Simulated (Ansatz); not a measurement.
Basis-set extrapolation for C7H14, SMILES `C=C(CC)C(C)C` (PBE0-D4/def2-TZVP geometry, frozen core, Ansatz). Multiplicity 1, RHF reference.

```tsv
	def2-TZVPP	def2-QZVPP
HF	-273.311967	-273.324697
MP2 correlation	-1.212990	-1.287646
CCSD(T) correlation	-1.338091	not run
```

Energies in hartree. Use E(X) = E(∞) + A·exp(−7.88·√X) for Hartree–Fock and E(X) = E(∞) + B·X^(−2.97) for correlation, with X = 3 and 4, and add CCSD(T) minus MP2 of the smaller set to the MP2 limit.

Problem. What is the CCSD(T) energy at the basis-set limit?

Solution. HF limit: -273.324697 + (-0.012730) × 0.13774 = -273.32645. MP2 limit: -1.287646 + (-0.074656) × 0.74074 = -1.34295. Higher-order term: -1.338091 − (-1.212990) = -0.12510. Total: -274.79450 hartree, 379.2 kJ/mol below CCSD(T)/def2-TZVPP.
